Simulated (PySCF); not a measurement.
**How methods differ on the fine-structure interval of Ag³⁸⁺**

Ag³⁸⁺ [He] 2s2 2p5 [2p1/2^2 2p3/2^3, M_J = 3/2] → Ag³⁸⁺ [He] 2s2 2p5 [2p1/2^1 2p3/2^4, M_J = 1/2], as a difference of total energies. All numbers are calculated (PySCF 2.14, the two-component X2C-1e Hamiltonian, in an uncontracted even-tempered set (17 s from 17 bohr⁻², ratio 2.4; 12 p from 23 bohr⁻², ratio 2.4; 5 d from 84 bohr⁻², ratio 2.6; 4 f from 130 bohr⁻², ratio 2.6)). Correlated levels: nothing frozen; the 32 highest virtual spinors dropped. "Screened" scales the spin-orbit matrix elements by Boettger's factors to mimic the two-electron term; Breit and QED terms are absent.

```tsv
method	fine-structure interval (cm⁻¹)
GHF (screened spin-orbit)	1484400
GMP2 (screened spin-orbit)	1485300
GHF (bare spin-orbit)	1553000
```
